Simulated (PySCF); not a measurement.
Vertical excitations of a molecule C₄H₄Cl₂ from TDA-M06-2X/def2-SVPD (PySCF 2.14.0), as energy in eV (oscillator strength): 6.00 (0.000), 6.83 (0.008), 6.97 (0.009), 7.05 (0.003), 7.09 (0.008), 7.23 (0.000), 7.43 (0.005), 7.79 (0.032), 7.90 (0.048), 8.09 (0.012). Lowest triplet (TDA): 5.53 eV. The structure is a stationary point at B3LYP-D3(BJ)/def2-SVP. One conformer was computed; it need not be the lowest.

Question: Pick the molecule that these values belong to.
(A) C#CCC(Cl)Cl
(B) C=CC=C(Cl)Cl
(C) CC(Cl)=C=CCl
(D) ClC1=C(Cl)CC1

Answer: A, C#CCC(Cl)Cl
